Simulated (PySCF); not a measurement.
A calculated (PBE0, PySCF 2.14, 6-31G*, no relativity, point nucleus) atom or ion has these occupied shells.

```json
{"shell": "1s α", "electrons": "1", "orbital energy (eV)": "-5896.0", "rms radius, mean of both spins (bohr)": "0.0743"}
{"shell": "1s β", "electrons": "1", "orbital energy (eV)": "-5896.0", "rms radius, mean of both spins (bohr)": "0.0743"}
{"shell": "2s α", "electrons": "1", "orbital energy (eV)": "-694.61", "rms radius, mean of both spins (bohr)": "0.320"}
{"shell": "2s β", "electrons": "1", "orbital energy (eV)": "-692.87", "rms radius, mean of both spins (bohr)": "0.320"}
{"shell": "2p α", "electrons": "3", "orbital energy (eV)": "-592.69", "rms radius, mean of both spins (bohr)": "0.289"}
{"shell": "2p β", "electrons": "3", "orbital energy (eV)": "-591.22", "rms radius, mean of both spins (bohr)": "0.289"}
{"shell": "3s α", "electrons": "1", "orbital energy (eV)": "-100.59", "rms radius, mean of both spins (bohr)": "0.972"}
{"shell": "3s β", "electrons": "1", "orbital energy (eV)": "-95.547", "rms radius, mean of both spins (bohr)": "0.972"}
{"shell": "3p α", "electrons": "3", "orbital energy (eV)": "-71.655", "rms radius, mean of both spins (bohr)": "1.05"}
{"shell": "3p β", "electrons": "3", "orbital energy (eV)": "-66.179", "rms radius, mean of both spins (bohr)": "1.05"}
{"shell": "3d α", "electrons": "4", "orbital energy (eV)": "-26.178", "rms radius, mean of both spins (bohr)": "1.32"}
```

Problem. Name the element and its charge.

Solution. Cr²⁺ (chromium, charge +2), in [Ar] 3d4, high-spin 5D determinant.
